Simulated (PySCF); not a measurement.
Method: B3LYP-D3(BJ)/def2-TZVP // B3LYP-D3(BJ)/def2-SVP in PySCF. Gas-phase values, no solvent. One relaxed conformer stands for a flexible species; it need not be the lowest. B3LYP has the VWN-RPA correlation part, as in Gaussian. Delta-SCF ions had no search for a lower state. Excitations are Tamm–Dancoff values on a coarser integration grid. The basis has no diffuse functions, so Rydberg states are missing or too high.

Reference species (SMILES): `c1ccc(C(OC)=C)cc1` (C–C–O–C torsion 2°, O–C–C–C torsion 19°) (neutral, multiplicity 1).

```json
{
  "vertical ionisation energy (Delta-SCF)": "7.95 eV",
  "T1 excitation (TDA)": "3.30 eV"
}
```

Changed species: `COc1ccc(C=C)cc1` (C–C–C–C torsion -1°, C–C–O–C torsion -180°).

Give the shifts of the vertical ionisation energy (Delta-SCF) and T1 excitation (TDA).

the vertical ionisation energy (Delta-SCF) falls by 0.35 eV, to 7.60 eV; the T1 excitation (TDA) drops by 0.24 eV, to 3.06 eV.
